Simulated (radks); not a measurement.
Q: All-electron atom: Ba II in [Xe] 6s1. All-electron calculation, scalar-relativistic Kohn-Sham, exchange-only PBE, spin-polarised, spherical densities, finite nucleus; open shells are filled with parallel spins first (spin-orbit coupling, left out, can overturn this in heavy ions); Fermi nuclear charge, rms radius 4.8378 fm. Program: a radial shooting solver on a logarithmic mesh with Libxc functionals. Some entries of the table are withheld. Estimate them.

orbital,occ.,eigenvalue (eV),<r> (bohr),<r^2> (bohr^2)
1s up,1,-37262.42,0.02558,0.0008885
1s down,1,-37262.42,0.02558,0.0008885
2s up,1,-5893.552,0.1098,0.01421
2s down,1,-5893.548,0.1098,0.01421
2p up,3,-5285.677,0.09619,0.01129
2p down,3,-5285.672,0.09619,0.01129
3s up,1,-1247.285,0.2920,0.09742
3s down,1,-1247.278,0.2920,0.09742
3p up,3,-1052.400,0.2900,0.09748
3p down,3,-1052.393,0.2900,0.09747
3d up,5,-769.2576,0.2666,0.08389
3d down,5,-769.2513,0.2666,0.08389
4s up,1,-248.1586,0.6740,0.5126
4s down,1,-248.1441,0.6740,0.5125
4p up,3,-185.3028,0.7157,0.5825
4p down,3,-185.2862,0.7157,0.5825
4d up,5,-94.0497,0.8008,0.7451
4d down,5,-94.0264,0.8007,0.7449
5s up,1,-38.1984,(1),3.027
5s down,1,-38.1150,(2),3.012
5p up,3,-23.2929,1.927,(3)
5p down,3,-23.1383,1.914,(4)
6s up,1,-7.5126,4.403,21.71

A: 
(1) 5s up <r> (bohr): 1.640
(2) 5s down <r> (bohr): 1.637
(3) 5p up <r^2> (bohr^2): 4.221
(4) 5p down <r^2> (bohr^2): 4.156
